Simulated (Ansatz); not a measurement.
A nudged elastic band was laid between two geometries of CH4N2Si (8 atoms, charge 0, multiplicity 1).

These are results of RKS PBE-D4/def2-SVP in Ansatz, not measurements.

| Item | Value |
| --- | --- |
| movable images | 9 |
| climbing image | yes |
| spring | 5.0 eV/Å² |
| optimiser | quadratic models (default) |
| start path | through a guess of the saddle point |
| force threshold | 0.05 eV/Å |
| iteration limit | 60 |
| end points | relaxed |

First end point:

```xyz
8
Properties=species:S:1:pos:R:3
C 0.214 -0.690 -0.912
N 1.299 -0.637 -0.174
Si 0.355 0.472 0.874
N -0.808 0.144 -0.462
H 0.090 -1.318 -1.825
H -0.072 -0.059 2.211
H 0.794 1.902 1.003
H -1.781 0.129 -0.771
```

Last end point:

```xyz
8
Properties=species:S:1:pos:R:3
C -0.428 -0.641 -1.242
N 0.789 -0.723 -0.584
Si 0.268 0.362 0.713
N -1.107 0.217 -0.391
H 1.565 -1.281 -0.930
H 0.127 -0.207 2.102
H 0.945 1.704 0.832
H -2.066 0.511 -0.557
```

Which bonds break or form, and what moves?

Bonds broken: C1–H5. Bonds formed: N2–H5.

Give the energies along the band, and the barrier.

The run converged. The highest image is number 5 of 0 to 10, 2.81 eV above the first end and 1.94 eV above the last; the last end lies 0.88 eV above the first. Neighbouring images differ by up to 1.2 eV, so the band resolves the path poorly. A vibrational analysis at the climbing image gives one clearly imaginary mode, 1607i cm⁻¹: a first-order saddle point. The orbitals stay closed-shell, which can raise the energy where a bond breaks towards radicals; this wasn't checked here.

```tsv
image	path coordinate (Å)	energy (eV)	C1–H5 (Å)	N2–H5 (Å)
0	0.00	0.00	1.12	2.16
1	0.41	0.00	1.11	2.16
2	0.83	0.07	1.11	2.14
3	1.24	0.48	1.10	2.00
4	1.66	1.71	1.12	1.69
5	2.07	2.81	1.28	1.30
6	2.36	2.25	1.52	1.09
7	2.65	1.52	1.78	1.03
8	2.94	1.09	1.97	1.02
9	3.23	0.91	2.09	1.02
10	3.52	0.88	2.12	1.02
```

What is the geometry of the highest image?


```xyz
8
Properties=species:S:1:pos:R:3
C -0.192 -0.755 -1.060
N 0.938 -0.999 -0.280
Si 0.293 0.277 0.852
N -1.042 0.035 -0.328
H 0.987 -0.733 -1.548
H 0.062 0.069 2.330
H 0.955 1.611 0.664
H -1.910 0.439 -0.687
```

Run time: 3.1 min on 1 thread of Intel(R) Xeon(R) 6975P-C (Granite Rapids) (shared host), peak memory 0.16 GiB.
